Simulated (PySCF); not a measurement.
Al(F)3(SH2), H2AlF3S, singlet (PBE0/def2-SVP optimised geometry):

```
7

Al    -0.425    -0.076     0.000
F      1.234    -0.076     0.000
F     -1.234     1.373     0.000
F     -1.184    -1.373     0.713
S     -0.875    -0.737    -2.348
H     -0.563    -2.041    -2.162
H     -2.194    -0.951    -2.132
```

Method: PBE0/def2-TZVP (PySCF).

Task: What are the frontier orbital energies and the dipole moment?

Result: HOMO-2 -11.08 eV, HOMO-1 -10.71 eV, HOMO -9.98 eV, LUMO -1.11 eV, LUMO+1 -0.60 eV; dipole moment 4.78 D.

On the same geometry PBE/def2-TZVP run with PySCF 2.14.0 gives HOMO-2 -9.04 eV, HOMO-1 -8.63 eV, HOMO -8.46 eV, LUMO -2.12 eV, LUMO+1 -1.50 eV; dipole moment 4.69 D.

Meta-Löwdin charges at PBE0/def2-TZVP: Al1 1.36, F2 -0.55, F3 -0.56, F4 -0.56, S5 0.02, H6 0.15, H7 0.15.
